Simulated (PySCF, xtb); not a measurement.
MoCl3H3, SMILES [Cl][MoH3]([Cl])[Cl], multiplicity 1.

Harmonic wavenumbers (cm⁻¹) from GFN2-xTB (xtb) at its own minimum, in rising order: 120, 120, 164, 299, 299, 327, 477, 628, 628, 1067, 1067, 1079, 1773, 1791, 1791.

**Question.** What does PBE-D3(BJ)/def2-SVP (PySCF) give at its own minimum? (An estimate is asked for; the answer gives what the named calculation found.)

**Answer.** 94, 94, 153, 360, 368, 417, 417, 584, 584, 950, 950, 1097, 2018, 2018, 2039. Paired by order, the mean absolute difference is 93 cm⁻¹ and the zero-point energies are 16.6 and 17.4 kcal/mol.
